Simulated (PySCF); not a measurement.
Species: C9H13N.
Atom-mapped SMILES: `[N:1]#[C:2][C@@H:3]1[CH2:4][C@@H:5]2[CH2:6][CH2:7][CH2:8][CH2:9][C@H:10]12`

Cartesian coordinates in Å at the GFN2-xTB level; atoms count from 1:
```xyz
23
C9H13N angstrom
N     -2.193    2.903    1.016
C     -2.055    1.911    0.462
C     -1.880    0.656   -0.206
C     -1.590   -0.572    0.685
C     -0.573   -1.042   -0.367
C      0.727   -1.700    0.074
C      1.730   -0.709    0.653
C      1.915    0.462   -0.307
C      0.615    1.253   -0.394
C     -0.531    0.396   -0.930
H     -2.735    0.486   -0.865
H     -2.432   -1.230    0.889
H     -1.120   -0.289    1.625
H     -1.075   -1.702   -1.081
H      1.182   -2.182   -0.796
H      0.501   -2.481    0.804
H      2.682   -1.216    0.821
H      1.380   -0.332    1.616
H      2.196    0.089   -1.294
H      2.714    1.116    0.048
H      0.369    1.615    0.608
H      0.742    2.131   -1.031
H     -0.573    0.464   -2.019
```

Definitions: NICS(0) = −σiso at the ring centroid; NICS(1) = −σiso and NICS(1)zz = −σzz at ±1 Å along the ring normal z. Level: GIAO PBE0/pcSseg-1 (PySCF, non-relativistic, gas phase) on the GFN2-xTB geometry, one conformer.

Ring bond lengths (Å), with Mayer bond orders in brackets: C3–C4 1.545 (0.98), C4–C5 1.537 (1.00), C5–C10 1.546 (0.98), C10–C3 1.554 (0.95); C5–C6 1.522 (1.05), C6–C7 1.525 (1.04), C7–C8 1.525 (1.03), C8–C9 1.525 (1.05), C9–C10 1.528 (1.01), C10–C5 1.546 (0.98).

Problem. What do the NICS probes read (ppm)?

Solution. 
| ring | type | NICS(0) | NICS(1), two faces | NICS(1)zz, two faces | rms pucker (Å) | centre to ring atoms, mean (Å) |
| --- | --- | --- | --- | --- | --- | --- |
| C3–C4–C5–C10 | 4-membered carbocycle; formal bonds all single | -3.4 | -2.0 / -1.9 | 4.4 / 0.6 | 0.13 | 1.09 |
| C5–C6–C7–C8–C9–C10 | 6-membered carbocycle; formal bonds all single | -2.4 | -2.7 / -2.0 | 0.5 / 3.0 | 0.22 | 1.48 |

Problem. What can be read from them?

Solution. 
- C3–C4–C5–C10: mean NICS(1)zz 2.5 ppm, near zero. C3, C4, C5, C10 have four or more neighbours; no verdict on aromaticity is drawn. The two faces differ by 3.8 ppm, so no symmetry operation interchanges them.
- C5–C6–C7–C8–C9–C10: mean NICS(1)zz 1.7 ppm, near zero. C5, C6, C7, C8, C9, C10 have four or more neighbours; no verdict on aromaticity is drawn.

Problem. At the second NICS(1) probe listed for ring C3–C4–C5–C10, 1 Å off the ring, what do the in-plane components average?

Solution. The isotropic value is a third of the trace: (3 × -1.9 − (0.6))/2 = -3.1 ppm.

Problem. What are the shieldings of the ring atoms and their hydrogens in the same run (means over atoms taken as equivalent)?

Solution. 
```json
{"atoms": "C3", "environment": "sp3 carbon next to a nitrile", "σ isotropic (ppm)": "163.5", "principal values of the symmetric part, first atom (ppm)": "143.1, 170.5, 176.9"}
{"atoms": "C4", "environment": "four-membered-ring carbon", "σ isotropic (ppm)": "157.1", "principal values of the symmetric part, first atom (ppm)": "139.2, 150.6, 181.5"}
{"atoms": "C5", "environment": "sp3 carbon at a ring junction", "σ isotropic (ppm)": "155.4", "principal values of the symmetric part, first atom (ppm)": "142.6, 160.7, 162.8"}
{"atoms": "C6", "environment": "ring CH2 carbon", "σ isotropic (ppm)": "157.0", "principal values of the symmetric part, first atom (ppm)": "154.3, 155.9, 160.8"}
{"atoms": "C7", "environment": "ring CH2 carbon", "σ isotropic (ppm)": "162.3", "principal values of the symmetric part, first atom (ppm)": "150.1, 165.2, 171.5"}
{"atoms": "C8", "environment": "ring CH2 carbon", "σ isotropic (ppm)": "160.9", "principal values of the symmetric part, first atom (ppm)": "153.2, 163.1, 166.4"}
{"atoms": "C9", "environment": "ring CH2 carbon", "σ isotropic (ppm)": "157.1", "principal values of the symmetric part, first atom (ppm)": "148.0, 153.5, 169.8"}
{"atoms": "C10", "environment": "sp3 carbon at a ring junction", "σ isotropic (ppm)": "151.3", "principal values of the symmetric part, first atom (ppm)": "141.4, 148.9, 163.4"}
{"atoms": "H11", "environment": "methine hydrogen", "σ isotropic (ppm)": "28.87", "principal values of the symmetric part, first atom (ppm)": "24.1, 28.0, 34.5"}
{"atoms": "H12", "environment": "methylene hydrogen", "σ isotropic (ppm)": "29.53", "principal values of the symmetric part, first atom (ppm)": "25.7, 26.6, 36.3"}
{"atoms": "H13", "environment": "methylene hydrogen", "σ isotropic (ppm)": "29.59", "principal values of the symmetric part, first atom (ppm)": "27.4, 28.6, 32.7"}
{"atoms": "H14", "environment": "methine hydrogen", "σ isotropic (ppm)": "29.38", "principal values of the symmetric part, first atom (ppm)": "24.7, 28.9, 34.5"}
{"atoms": "H15", "environment": "methylene hydrogen", "σ isotropic (ppm)": "30.30", "principal values of the symmetric part, first atom (ppm)": "25.0, 28.6, 37.3"}
{"atoms": "H16", "environment": "methylene hydrogen", "σ isotropic (ppm)": "30.25", "principal values of the symmetric part, first atom (ppm)": "25.6, 28.2, 36.9"}
```

The list is cut; further classes of hydrogen are left out.
